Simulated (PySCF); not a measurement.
Level of theory: B3LYP-D3(BJ)/def2-TZVP // B3LYP-D3(BJ)/def2-SVP run with PySCF. All species are isolated molecules in the gas phase. One relaxed conformer stands for a flexible species; it need not be the lowest. B3LYP has the VWN-RPA correlation part, as in Gaussian. Delta-SCF ions had no search for a lower state. 

Reference species (SMILES): `C=Cc1ccc(OC)cc1` (C–C–C–C torsion -1°, C–C–O–C torsion -180°) (neutral, multiplicity 1).

The vertical ionisation energy (Delta-SCF) is 7.60 eV and the S1 oscillator strength comes out as 0.081.

Changed species: `c1cccc(C(=C)OC)c1` (C–C–O–C torsion 2°, O–C–C–C torsion 19°).

Q: Give the shifts of the vertical ionisation energy (Delta-SCF) and S1 oscillator strength.

A: the vertical ionisation energy (Delta-SCF) increases by 0.35 eV, to 7.95 eV; the S1 oscillator strength drops by 0.059, to 0.022.
